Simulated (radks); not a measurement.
Task: Species: Sc III. Configuration: [Ar] 3d1. Method: non-relativistic Kohn-Sham, PBEsol, spin-unpolarised, spherical densities, point nucleus; hard spherical wall at 2.5 bohr; computed with a radial shooting solver on a logarithmic mesh with Libxc functionals. Some entries of the table are withheld. Estimate them.

orbital  occ.  eigenvalue (eV)  <r^2> (bohr^2)  <1/r> (bohr^-1)
1s          2        -4369.302        0.007283            20.51
2s          2        -473.6519          0.1423            4.241
2p          6        -392.0519          0.1181            4.176
3s          2         -62.1817           1.269            1.305
3p          6         -40.8378             (1)            1.215
3d          1          -6.8646           1.500            1.037
4s          0              (2)           2.571            1.017
4p          0          45.7185           2.498            1.041
4d          0          62.7299           2.265            1.017

Result: 
(1) 3p <r^2> (bohr^2): 1.377
(2) 4s eigenvalue (eV): 33.3584
